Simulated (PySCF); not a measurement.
Computed NMR parameters against published values

Mapped SMILES: `[CH3:1][CH2:2][O:3][C:4](=[O:5])/[CH:6]=[CH:7]/[c:8]1[cH:9][cH:10][cH:11][cH:12][cH:13]1`. Each H is labelled by its parent atom.

Measured values that the calculation should reproduce: δ $^{17}$O O5 335.5; O3 164.8 ppm (measured; solution, CH3CN, 313 K; J.-C. Zhuo, Molecules 4 (1999) 320).

Method: shielding tensors at wB97X-D/pcSseg-1 (GIAO), PBE0-D3(BJ)/def2-SVP structure, in PySCF (no relativistic terms, gas phase, equivalent nuclei averaged, a single conformation).

**Question.** Set the calculated values beside the experiment.

**Answer.** 
Reference values: measured (solution, CH3CN, 313 K; J.-C. Zhuo, Molecules 4 (1999) 320).
```
atoms                      quantity  reference  computed  computed, scaled
   O5  δ $^{17}$O vs H2O (external)      335.5         –             333.4
   O3  δ $^{17}$O vs H2O (external)      164.8         –             160.4
```

Computed shifts are σ(ref) − σ with the named reference compound (TMS for H and C) calculated as an isolated molecule at the same level. The measured values may be among those fitted. Shieldings were converted by a linear fit to measured shifts: $^{17}$O (scatter 7.8 ppm rms vs liquid water, solution or neat liquid). A few per cent of atoms miss by over 2 rms, more outside the fitted compound classes.
